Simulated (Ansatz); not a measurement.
`O=COCI` + H₂O → `O=COCO` + HI  (formal hydrolysis of a C–I bond)

Computed with Ansatz on PBE0-D4/def2-TZVP structures; ΔE is electronic, products minus reactants. CCSD(T)/CBS adds triple-zeta CCSD(T) − MP2 to the extrapolated MP2 energy (def2 sets, frozen cores). This one scheme is used for every species. DFT in def2-TZVPP. def2 core potentials past Kr. For I outer-core shells are correlated without core-valence functions, which leaves a few kJ/mol of doubt a bond. Each species was taken in one conformer, which may not be the lowest.

| level | ΔE (kcal/mol) |
| --- | --- |
| PBE-D4 | 0.1 |
| BLYP-D4 | 0.8 |
| revPBE | -0.1 |
| CAM-B3LYP | -3.9 |
| CCSD(T)/def2-TZVPP | -0.9 |
| HF/def2-QZVPP | -5.3 |
| HF/CBS(def2) | -5.3 |
| MP2/CBS(def2) | 4.1 |

Problem. What does CCSD(T)/CBS give? (Best estimate.)

Solution. The calculation gave: +1.6 kcal/mol. The listed levels differ from it by -1.5, -0.8, -1.7, -5.5, -2.5, -6.9, -6.9, 2.5 kcal/mol.

Largest T1 diagnostic among the species: 0.015.

From PBE to PBE0 (25 % exact exchange), in def2-TZVPP and without D4, ΔE moves by −1.0 kcal/mol. Leaving LDA and LC-ωPBE aside and taking each functional with its dispersion term where it has one, the values, not all of them listed here, spread over 3.8 kcal/mol, from CAM-B3LYP-D4 to revPBE-D4. LDA lies −2.9 kcal/mol from PBE without D4.
